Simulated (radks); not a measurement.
The numbers below are computed, except where a source is named.
Task: Tb21+, 44 electrons, occupied as [Kr] 4d8. Level of theory: scalar-relativistic Kohn-Sham, PBE, spin-polarised, spherical densities, finite nucleus; open shells are filled with parallel spins first (spin-orbit coupling, left out, can overturn this in heavy ions); Fermi nuclear charge, rms radius 5.06 fm (a radial shooting solver on a logarithmic mesh with Libxc functionals). Some entries of the table are withheld. Estimate them.

orbital,occ.,eigenvalue (hartree),<r> (bohr)
1s up,1,-1927.108,0.02151
1s down,1,-1927.107,0.02151
2s up,1,-337.5912,0.09152
2s down,1,-337.5373,0.09151
2p up,3,-302.4016,0.08090
2p down,3,-302.3589,0.08090
3s up,1,-91.69243,0.2388
3s down,1,-91.66713,0.2387
3p up,3,-80.83751,0.2373
3p down,3,-80.80902,0.2373
3d up,5,-66.74272,0.2156
3d down,5,-66.69827,0.2156
4s up,1,-33.90378,0.5157
4s down,1,-33.77010,0.5158
4p up,3,-30.11309,0.5361
4p down,3,-29.98127,0.5364
4d up,5,-24.94121,0.5534
4d down,3,-24.81146,0.5540
4f up,0,-19.28427,0.5523
4f down,0,-19.17054,0.5527
5s up,0,-16.99235,0.9635
5s down,0,-16.93603,0.9654
5p up,0,(1),1.013
5p down,0,(2),1.015

Result: 
(1) 5p up eigenvalue (hartree): -15.48313
(2) 5p down eigenvalue (hartree): -15.43151
